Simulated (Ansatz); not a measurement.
CH4ClFOSi (`C[Si](O)(F)Cl`), relaxed with RKS PBE-D4/def2-SVP in Ansatz 0.2.0 from a rough embedded geometry. The force threshold is 0.03 eV/Å; the program also tests the step.

The species carries charge 0 and has multiplicity 1.

Start:

```xyz
9

C    -0.755    0.809   -0.645
Si    0.390   -0.367    0.089
O     0.559   -0.194    1.724
F     1.894   -0.219   -0.569
Cl   -0.211   -2.310   -0.142
H    -1.811    0.662   -0.238
H    -0.883    0.602   -1.746
H    -0.476    1.795   -0.527
H     1.292   -0.779    2.055
```

Task: How much energy does the relaxation release, and in how many steps? (Estimate.)

Result: Computed: 0.26 eV, in 8 steps, 1 of them rejected.

Task: Which bonds change most? (Best estimate.)

Result: The calculation gave: C1–H8 from 1.031 to 1.108 Å; C1–Si2 from 1.798 to 1.851 Å; C1–H6 from 1.141 to 1.108 Å; Si2–Cl5 from 2.047 to 2.077 Å.

Task: Give the relaxed structure. (Best estimate.)

Result: Ansatz gave: 
```xyz
9

C    -0.787    0.786   -0.648
Si    0.429   -0.409    0.071
O     0.601   -0.104    1.691
F     1.878   -0.267   -0.675
Cl   -0.152   -2.379   -0.240
H    -1.774    0.675   -0.158
H    -0.911    0.606   -1.734
H    -0.435    1.826   -0.500
H     1.150   -0.733    2.193
```
